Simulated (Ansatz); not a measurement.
The cluster KNa4⁺, relaxed as a singlet with RKS PBE/def2-SVP in Ansatz, starting from the GFN1-xTB geometry. Force threshold 0.02 eV/Å.

The restricted singlet is unstable towards broken spin symmetry in Hartree–Fock (as tested in another run); at PBE/def2-SVP this wasn't settled. Another isomer (singlet) lies 0.09 eV lower at PBE0/def2-TZVP; other spin states weren't run for this one.

Start:

Cartesian coordinates in Å:
```
Na -1.052 2.859 -2.091
Na -1.485 -3.364 0.423
Na 1.109 -2.874 1.988
Na 1.428 3.366 -0.356
K 0.001 0.013 0.037
```

| step | energy (eV) | largest force component (eV/Å) | SCF passes |
| --- | --- | --- | --- |
| 1 | -33958.7089 | 0.240 | 14 |
| 2 | -33958.7820 | 0.183 | 15 |
| 3 | -33958.8677 | 0.049 | 15 |
| 4 | -33958.8824 | 0.003 | 16 |

Force components are those of the run's own axes.

End:

```xyz
5

Na   -1.091    3.249   -2.288
Na   -1.573   -3.772    0.543
Na    1.160   -3.275    2.198
Na    1.523    3.792   -0.464
K    -0.019    0.006    0.012
```

By distances, no bond broke or formed. The bond that changes most is Na3–K5, from 3.66 to 4.11 Å (atoms count from 1).

No frequencies were taken in this run, so the end may be a saddle point.

Hardware: 4 threads of Arm Neoverse V2 on a shared host. Wall time 3.4 s.
